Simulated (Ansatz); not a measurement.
A structure relaxed at B3LYP-D4/def2-SVP in Ansatz, charge 0, doublet:

```xyz
9

Rb    0.761   -3.447   -2.869
Rb   -2.667   -3.313    0.845
Rb   -1.967    1.308    2.931
Rb    3.305    0.767   -3.092
Rb    1.709    3.932    0.513
H     2.953    2.796   -1.510
H    -1.137   -3.996   -1.185
H    -2.751   -1.122    2.282
H    -0.206    3.075    2.085
```

Task: Give its formula and point group.

Result: Rb5H4. Point group Cs (tolerance 0.1 Å).

Task: Summarise the bond lengths by kind (pairs closer than 1.2 times the sum of covalent radii, bridged metal pairs left out).

Result: 1 × Rb–Rb 4.93 Å; 8 × H–Rb 2.60 to 2.63 Å.

In the def2 sets Rb takes a core potential; there is no spin–orbit coupling. The relaxation made no stability test and no search for a lower SCF solution. Another isomer (doublet) lies 0.98 eV lower at PBE0-D4/def2-TZVP; other spin states weren't run for this one.
